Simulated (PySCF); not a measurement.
Continuum solvent and chemical shifts

Molfile (atoms numbered from 1):
```
C4H9NSSi2
     RDKit          3D

 17 17  0  0  0  0  0  0  0  0999 V2000
   -1.8492    1.0403    0.3898 Si  0  0  0  0  0  4  0  0  0  0  0  0
   -1.0466   -0.4685   -0.0618 N   0  0  0  0  0  0  0  0  0  0  0  0
   -1.9376   -1.9281   -0.5110 Si  0  0  0  0  0  4  0  0  0  0  0  0
    0.3481   -0.4725   -0.0473 C   0  0  0  0  0  0  0  0  0  0  0  0
    1.2086    0.5044    0.4086 C   0  0  0  0  0  0  0  0  0  0  0  0
    2.5782    0.1507    0.2508 C   0  0  0  0  0  0  0  0  0  0  0  0
    2.7576   -1.0793   -0.3152 C   0  0  0  0  0  0  0  0  0  0  0  0
    1.2475   -1.8281   -0.6774 S   0  0  0  0  0  0  0  0  0  0  0  0
   -1.5460    1.4027    1.8073 H   0  0  0  0  0  0  0  0  0  0  0  0
   -3.3113    0.8199    0.2246 H   0  0  0  0  0  0  0  0  0  0  0  0
   -1.3817    2.1522   -0.4899 H   0  0  0  0  0  0  0  0  0  0  0  0
   -3.3842   -1.6102   -0.3713 H   0  0  0  0  0  0  0  0  0  0  0  0
   -1.5604   -3.0608    0.3854 H   0  0  0  0  0  0  0  0  0  0  0  0
   -1.6287   -2.3167   -1.9199 H   0  0  0  0  0  0  0  0  0  0  0  0
    0.8763    1.4435    0.8532 H   0  0  0  0  0  0  0  0  0  0  0  0
    3.4058    0.7931    0.5550 H   0  0  0  0  0  0  0  0  0  0  0  0
    3.6866   -1.5986   -0.5428 H   0  0  0  0  0  0  0  0  0  0  0  0
  1  2  1  0
  2  3  1  0
  2  4  1  0
  4  5  2  0
  5  6  1  0
  6  7  2  0
  7  8  1  0
  8  4  1  0
  1  9  1  0
  1 10  1  0
  1 11  1  0
  3 12  1  0
  3 13  1  0
  3 14  1  0
  5 15  1  0
  6 16  1  0
  7 17  1  0
M  END
```

GIAO PBE0/pcSseg-1 in PySCF on one PBE0-D3(BJ)/def2-SVP conformer, non-relativistic, equivalent nuclei averaged. Solvents enter as an IEF-PCM continuum (benzene with ε = 2.3, chloroform with ε = 4.7) around the gas-phase geometry. Shifts are referred to TMS, CS2 computed in the same medium.

Gas phase, δ in ppm: Si1/Si3 -44.7, C4 162.6, C6 131.3, C7 119.8, C5 110.9, S8 193.3, H16 6.89, H17 6.48, H15 6.29, H9/H10/H11/H12/H13/H14 4.89. Dipole moment 0.70 D.

Question: How does each δ change in the continuum?

Answer: 
```json
{"atoms": "Si1/Si3", "environment": "silicon bonded to N, 3 H", "Δδ, benzene": "+0.4", "Δδ, chloroform": "+0.7"}
{"atoms": "C4", "environment": "aromatic carbon bearing nitrogen", "Δδ, benzene": "+0.8", "Δδ, chloroform": "+1.2"}
{"atoms": "C6", "environment": "aromatic CH", "Δδ, benzene": "+0.9", "Δδ, chloroform": "+1.4"}
{"atoms": "C7", "environment": "aromatic CH next to the ring sulfur", "Δδ, benzene": "+0.4", "Δδ, chloroform": "+0.8"}
{"atoms": "C5", "environment": "aromatic CH", "Δδ, benzene": "+0.5", "Δδ, chloroform": "+0.8"}
{"atoms": "S8", "environment": "aromatic ring sulfur", "Δδ, benzene": "-2.8", "Δδ, chloroform": "-4.5"}
{"atoms": "H16", "environment": "hydrogen on an aromatic CH", "Δδ, benzene": "+0.10", "Δδ, chloroform": "+0.16"}
{"atoms": "H17", "environment": "hydrogen on an aromatic CH next to the ring sulfur", "Δδ, benzene": "+0.11", "Δδ, chloroform": "+0.18"}
{"atoms": "H15", "environment": "hydrogen on an aromatic CH", "Δδ, benzene": "+0.08", "Δδ, chloroform": "+0.13"}
{"atoms": "H9/H10/H11/H12/H13/H14", "environment": "hydrogen on a silicon bonded to N", "Δδ, benzene": "-0.01", "Δδ, chloroform": "-0.02"}
```

Changes are relative to the gas phase. The dipole moment becomes 0.83 D in benzene, 0.92 D in chloroform.

Question: Which nuclei move most (in ppm), and what does the model miss?

Answer: S8 (aromatic ring sulfur, -4.5 ppm) in chloroform. A continuum only polarises the solute; specific hydrogen bonds, the anisotropy of aromatic solvents and changes of geometry or conformer are outside it.
